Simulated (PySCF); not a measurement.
C₂H₈NSi₂ (doublet state).
Geometry (GFN2-xTB, Å), atoms numbered from 1 in this order:
```xyz
13
C2H8NSi2 angstrom
N      2.617    0.398    1.334
C      1.784    0.269    0.449
Si     0.853   -1.090   -0.397
C     -0.964   -0.711    0.033
Si    -1.577    1.040   -0.364
H      2.981    1.294    1.643
H      1.116   -2.507   -0.089
H      1.142   -0.853   -1.817
H     -1.129   -0.910    1.092
H     -1.585   -1.428   -0.505
H     -3.005    1.144   -0.042
H     -1.390    1.323   -1.788
H     -0.848    2.030    0.433
```

The hyperfine couplings belong to this conformer and change with its torsions.

As a line formula: `[H]/N=[C]/[SiH2]C[SiH3]` [radical].

Theory: PySCF, UKS B3LYP, pcH-1 on C H N Si, non-relativistic, mean-field spin-orbit, GIAO. One conformer (not necessarily the lowest) at the GFN2-xTB geometry, without solvent, vibrations or thermal averaging. The geometry wasn't refined by DFT: couplings that depend on bond lengths, twists or pyramidal angles can differ widely from those at the functional's own minimum. The SCF solution wasn't tested for stability.

**Question.** Where do the isotropic ENDOR lines of C2, C4, N1, H6, H7/H8, H11/H12/H13, Si3 and Si5 fall at 3343.1 mT, to first order?

**Answer.** For S = 1/2 in fast tumbling each set of equivalent nuclei gives two lines, ν± = |νn ± a/2| to first order, with νn = g_N μN B/h and μN/h = 7.62259 MHz/T.

| nuclei | isotope | g_N | νn (MHz) | a_iso (MHz) | lower line (MHz) | upper line (MHz) |
| --- | --- | --- | --- | --- | --- | --- |
| C2 | 13C | 1.4048 | 35.80 | 116.08 | 22.24 | 93.84 |
| C4 | 13C | 1.4048 | 35.80 | -1.14 | 35.23 | 36.37 |
| N1 | 14N | 0.4038 | 10.29 | 33.16 | 6.29 | 26.87 |
| H6 | 1H | 5.5857 | 142.34 | 181.18 | 51.75 | 232.93 |
| H7/H8 | 1H | 5.5857 | 142.34 | 37.96 | 123.36 | 161.32 |
| H11/H12/H13 | 1H | 5.5857 | 142.34 | 3.94 | 140.37 | 144.31 |
| Si3 | 29Si | -1.1106 | 28.30 | -128.96 | 36.18 | 92.78 |
| Si5 | 29Si | -1.1106 | 28.30 | -4.38 | 26.11 | 30.49 |

The rows for 13C and 29Si, of low natural abundance, apply to labelled samples.

**Question.** Which pairs are centred on the nuclear Larmor frequency, and which on half the coupling?

**Answer.** Centred on νn, since |a| < 2νn: C4, H6, H7/H8, H11/H12/H13 and Si5. Centred on |a|/2 and split by 2νn: C2, N1 and Si3.

**Question.** At what field would the lower line of N1 fall to zero frequency?

**Answer.** Where νn = |a|/2, that is B = 16.58 MHz/(0.4038 × 7.62259 MHz/T) = 5390 mT, as far as first order holds there.

Means are taken over nuclei equivalent by connectivity, which assumes that they swap fast. The three 1H nuclei of mean +3.9 MHz run from 0.1 to 6.5 MHz in the frozen geometry. The 1H value of +38.0 MHz is a mean of couplings from -5.5 to 81.4 MHz in this one geometry, not an average over conformers.

The largest Mulliken spin populations are on C2 (+0.64), N1 (+0.18) and Si3 (+0.07).
